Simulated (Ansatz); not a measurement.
The cluster Nb₃Si₃, relaxed as a doublet with UKS PBE-D4/def2-SVP in Ansatz, starting from the GFN2-xTB geometry. Force threshold 0.02 eV/Å.

In the def2 sets Nb takes a core potential; there is no spin–orbit coupling. The relaxation made no stability test and no search for a lower SCF solution. Another isomer (doublet) lies 0.09 eV lower at PBE0-D4/def2-TZVP.

Start:

```csv
atom,x (Å),y (Å),z (Å)
Nb1,2.347,-0.437,0.245
Nb2,-0.847,1.515,-1.995
Nb3,-1.204,-2.019,0.649
Si4,0.591,-0.867,2.029
Si5,-2.115,0.130,-0.333
Si6,1.229,1.678,-0.594
```

| step | energy (eV) | largest force component (eV/Å) | SCF passes |
| --- | --- | --- | --- |
| 1 | -28259.3115 | 1.928 | 99 |
| 2 | -28260.1590 | 0.707 | 56 |
| 3 | -28260.8195 | 0.865 | 52 |
| 4 | -28261.5173 | 1.005 | 77 |
| 5 | -28262.0963 | 0.961 | 104 |
| 6 | -28262.5854 | 0.939 | 116 |
| 7 | -28263.0563 | 0.848 | 74 |
| 8 | -28263.2774 | 0.499 | 118 |
| 9 | -28263.4783 | 0.621 | 65 |
| 10 | -28263.8354 | 1.050 | 66 |
| 11 | -28264.4127 | 1.319 | 65 |
| 12 | -28265.0584 | 1.425 | 51 |
| 13 | -28265.4194 | 0.532 | 42 |
| 14 | -28265.5319 | 0.543 | 53 |
| 15 | -28265.5639 | 0.370 | 43 |
| 16 | -28265.5736 | 0.040 | 36 |
| 17 | -28265.5738 | 0.047 | 38 |
| 18 | -28265.5740 | 0.009 | 35 |

Force components are those of the run's own axes.

End:

Cartesian coordinates in Å:
```
Nb 1.416 -0.338 -0.049
Nb -0.278 0.128 -1.833
Nb -0.662 -1.716 -0.267
Si -0.029 -0.891 2.021
Si -1.040 0.748 0.624
Si 0.593 2.069 -0.496
```

Bonds formed: Nb1–Nb2, Nb1–Si5, Nb2–Nb3, Si4–Si5, Si5–Si6 (atoms count from 1). Metal–metal contacts that move far: Nb1–Nb3 3.91 to 2.50 Å.

No frequencies were taken in this run, so the end may be a saddle point.

Run time 2.2 min (4 threads of Arm Neoverse V2 on a shared host).
